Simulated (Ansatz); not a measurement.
Start from `CB(S)CF` and change one atom or group to get `CBS`.

Ansatz, PBE0-D4/def2-TZVP geometries, multiplicity 1. Each molecule was computed in one conformer, which needn't be the lowest.

```tsv
property	`CB(S)CF`
HOMO–LUMO gap (B3LYP/def2-TZVPP) / eV	6.98
size of the dipole moment (PBE/def2-TZVPP) / D	1.17
LUMO energy (PBE/def2-TZVPP) / eV	-1.64
HOMO energy (B3LYP/def2-TZVPP) / eV	-7.85
size of the dipole moment (ωB97M-V/def2-TZVPP) / D	1.25
LUMO energy (PBE0/def2-TZVPP) / eV	-0.68
```

Question: What does the change do to each property? (An estimate is asked.)

Answer: Computed: 
| property | `CBS` | shift |
| --- | --- | --- |
| HOMO–LUMO gap (B3LYP/def2-TZVPP) / eV | 6.90 | -0.08 |
| size of the dipole moment (PBE/def2-TZVPP) / D | 0.45 | -0.72 |
| LUMO energy (PBE/def2-TZVPP) / eV | -1.72 | -0.08 |
| HOMO energy (B3LYP/def2-TZVPP) / eV | -7.85 | 0.00 |
| size of the dipole moment (ωB97M-V/def2-TZVPP) / D | 0.53 | -0.72 |
| LUMO energy (PBE0/def2-TZVPP) / eV | -0.76 | -0.08 |

Dipoles are sizes alone; their direction can turn.

B3LYP here is the variant with VWN-RPA as its local correlation; programs differ in this.
